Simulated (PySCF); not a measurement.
C2H7BFN, SMILES CB(NC)F. Geometry optimised at B3LYP-D3(BJ)/def2-SVP. The structure was generated by enumeration, and PubChem lists no compound with its InChIKey, so it may never have been made. The values are those of a single conformer.

Method: B3LYP-D3(BJ)/def2-SVP (PySCF).

Harmonic wavenumbers (cm⁻¹): 117, 144, 177, 221, 333, 495, 529, 618, 760, 856, 902, 1081, 1109, 1145, 1230, 1339, 1373, 1438, 1442, 1458, 1474, 1476, 1571, 3006, 3025, 3063, 3095, 3116, 3144, 3618. Rotational constants (GHz): 8.634, 3.477, 2.559; symmetry number 1.

### Question
Work out the zero-point energy and the ideal-gas rigid-rotor harmonic-oscillator thermochemistry at 298.15 K and 1 atm.

### Answer
ZPE = ½ Σ hcν = ½ × 43355 cm⁻¹ = 61.98 kcal/mol. H − E(el) = 66.73 kcal/mol. Entropy in cal/(mol K): translation 38.86, rotation 25.84, vibration 14.01, total 78.71. G − E(el) = 43.26 kcal/mol. Cp = 24.04 cal/(mol K). Modes under 150 cm⁻¹ make the vibrational entropy uncertain.
